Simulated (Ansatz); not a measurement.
Complex (SMILES): N (NH3) with F (HF), atoms 1 to 4 the first; geometry from B3LYP-D3(BJ)/def2-TZVP, monomers rigid:
```xyz
6

N     -0.5698    -0.2403    -0.1194
H     -0.4344     0.5969    -0.6751
H     -0.4917     0.0187     0.8578
H      0.1864    -0.8813    -0.3329
F     -2.9138    -1.3411    -0.6221
H     -2.0588    -0.9396    -0.4388
```

The counterpoise-corrected interaction energy at MP2 with Ansatz (an electronic-structure program), in kcal/mol, split into its Hartree-Fock and correlation parts. Cores are frozen. No added dispersion term, no relativity. Functions are those of the species that has most.

```csv
basis,X,functions,Hartree-Fock,MP2
aug-cc-pVDZ,2,82,-11.53,-12.49
aug-cc-pVTZ,3,184,-11.64,-13.31
aug-cc-pVQZ,4,344,-11.63,-13.61
```

Worked estimate of the basis-set limit from each neighbouring pair, with Hartree-Fock from the larger set and the correlation part extrapolated as X^-3.
Correlation parts: X = 2: -0.96, X = 3: -1.67, X = 4: -1.98.
- (2,3): (27·(-1.67) - 8·(-0.96))/19 = -1.97; with Hartree-Fock -11.64 the estimate is -13.61 kcal/mol.
- (3,4): (64·(-1.98) - 27·(-1.67))/37 = -2.21; with Hartree-Fock -11.63 the estimate is -13.84 kcal/mol.
The last two estimates differ by 0.23 kcal/mol; the largest set lies 0.23 from the last. Over the last step Hartree-Fock moves by 0.01 and the correlation part by -0.31.
